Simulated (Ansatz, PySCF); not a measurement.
Isomers of CH3NO: 1 is NC=O, 2 is CN=O; one conformer of each (the lowest of an xTB search), B3LYP-D3(BJ)/def2-TZVP minima.
Isomer 1 (charge 0, multiplicity 1):
```xyz
6

N     -0.6935    -0.0314    -0.0093
C      0.6612     0.0338     0.0080
O      1.3082     1.0440    -0.1452
H     -1.2270     0.8098    -0.1588
H     -1.1758    -0.9022     0.1246
H      1.1269    -0.9540     0.1806
```
Isomer 2 (charge 0, multiplicity 1):
```tsv
atom	x (Å)	y (Å)	z (Å)
C	-0.4336	0.0054	-0.0054
N	0.9377	0.4023	0.3811
O	1.7996	-0.2316	-0.1609
H	-0.4296	-0.8142	-0.7248
H	-0.9562	-0.2610	0.9164
H	-0.9178	0.8991	-0.4064
```

No zero-point or thermal terms.

Correlated levels freeze the cores. CBS: X⁻³ extrapolation of the correlation energy, Hartree–Fock from the larger set.

Codes used: Ansatz (a first-principles code); PySCF for the dispersion terms. Values without a source in brackets are computed.

PBE/def2-TZVPP gives 63.38 kcal/mol for the electronic energy of isomer 2 less that of isomer 1.

Task: How do the other levels lie against it? Give each less PBE: PBE-D3(BJ)/def2-TZVPP, r2SCAN/def2-TZVPP, PBE0/def2-TZVPP, wB97M-V/def2-TZVPP, B2PLYP/def2-TZVPP, MP2/CBS(cc-pVTZ, cc-pVQZ), CCSD(T)/CBS(cc-pVTZ, cc-pVQZ).

Result: PBE-D3(BJ)/def2-TZVPP 0.03; r2SCAN/def2-TZVPP 3.29; PBE0/def2-TZVPP 2.52; wB97M-V/def2-TZVPP 1.52; B2PLYP/def2-TZVPP 2.26; MP2/CBS(cc-pVTZ, cc-pVQZ) 4.84; CCSD(T)/CBS(cc-pVTZ, cc-pVQZ) 0.49 kcal/mol. 7 of 7 lie above PBE; the widest gap is to MP2/CBS(cc-pVTZ, cc-pVQZ).
